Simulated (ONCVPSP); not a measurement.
# What the settings do to the ONCV potential of barium (Ba)

Base potential:

barium, optimised norm-conserving Vanderbilt (ONCV), made with ONCVPSP 4.0.1 (PBE, scalar-relativistic). Core [Kr] 4d10, reference 5s2 5p6 6s2. Waves: 5s+6s: rc 2.70 bohr, ncon 3, nbas 7, qcut 5.3 1/bohr, 2 projectors; 5p: rc 2.05 bohr, ncon 4, nbas 7, qcut 4.4 1/bohr, 2 projectors, debl 2 Ha; d scattering state at 0.25 Ha: rc 2.45 bohr, ncon 4, nbas 8, qcut 3.4 1/bohr, 1 projector. Local part: polynomial inside 1.80 bohr (lpopt 5, dvloc0 6 Ha). Core correction: none.

In the d channel the program set the typed energies aside and used 0.050 Ha.

All-electron outer shells of the reference configuration (PBE, scalar-relativistic, ld1.x):

```json
{"shell": "5s", "level (eV)": "-33.67", "outermost node (bohr)": "0.80", "outermost maximum (bohr)": "1.47"}
{"shell": "5p", "level (eV)": "-18.74", "outermost node (bohr)": "0.86", "outermost maximum (bohr)": "1.67"}
{"shell": "6s", "level (eV)": "-3.23", "outermost node (bohr)": "1.97", "outermost maximum (bohr)": "4.16"}
```

Cutoffs, loose and tight: the cutoffs (Ha) at which the residual kinetic energy of the hardest occupied pseudo-wave falls to 1 and 0.1 mHa per electron. They do not see the model core or the augmentation charge, which bear on the density cutoff. Test errors are all-electron minus pseudo excitation energies from the reference, over the configurations 5s2 5p6 6s1; 5s2 5p6 6s0; 5s2 5p6 6s1.5; 5s1 5p6 6s2. A dash means not determined; rows that change the core or the reference have their own tests.

```csv
change,outcome,"cutoff, loose","cutoff, tight",bound ghosts,GHOST(+) flags above zero,largest test error (meV)
base,"generated, projector energies reset by the program",10 Ha,31 Ha,none,d,-81
p: qcut 3.6,"generated, projector energies reset by the program",26 Ha,34 Ha,none,d,-78
p: qcut 5.6,"generated, projector energies reset by the program",12 Ha,14 Ha,none,d,-81
```

What comes out with this change to the base: p: qcut 2.8?

outcome: generated, projector energies reset by the program; cutoff, loose: 27 Ha; cutoff, tight: 35 Ha; bound ghosts: none; GHOST(+) flags above zero: d; largest test error (meV): -77.

What comes out with this change to the base: p: qcut 6.5?

outcome: generated, projector energies reset by the program; cutoff, loose: 14 Ha; cutoff, tight: 16 Ha; bound ghosts: none; GHOST(+) flags above zero: d; largest test error (meV): -79.

What comes out with this change to the base: p: qcut 5.1?

outcome: generated, projector energies reset by the program; cutoff, loose: 11 Ha; cutoff, tight: 17 Ha; bound ghosts: none; GHOST(+) flags above zero: d; largest test error (meV): -82.

Reading the sweep of the qcut of the p channel (base included, trends over the rows without a ghost): The loose cutoff is not monotonic: lowest 10 Ha at 4.4 1/bohr, highest 27 Ha at 2.8 1/bohr. The median size of the test errors (rows with all tests solved) stays near 1.1 meV.
